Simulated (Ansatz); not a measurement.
Basis-set extrapolation for AlClFHS, SMILES `[F][Al]([SH])[Cl]` (PBE0-D4/def2-TZVP geometry, frozen core, Ansatz 0.2.0). Multiplicity 1, RHF reference.

```tsv
	def2-TZVPP	def2-QZVPP
HF	-1199.257404	-1199.293521
MP2 correlation	-0.683659	-0.750476
CCSD(T) correlation	-0.745906	not run
```

Energies in hartree. Use E(X) = E(∞) + A·exp(−7.88·√X) for Hartree–Fock and E(X) = E(∞) + B·X^(−2.97) for correlation, with X = 3 and 4, and add CCSD(T) minus MP2 of the smaller set to the MP2 limit.

What is the CCSD(T) energy at the basis-set limit?

HF limit: -1199.293521 + (-0.036117) × 0.13774 = -1199.29850. MP2 limit: -0.750476 + (-0.066817) × 0.74074 = -0.79997. Higher-order term: -0.745906 − (-0.683659) = -0.06225. Total: -1200.16072 hartree, 4.28 eV below CCSD(T)/def2-TZVPP.
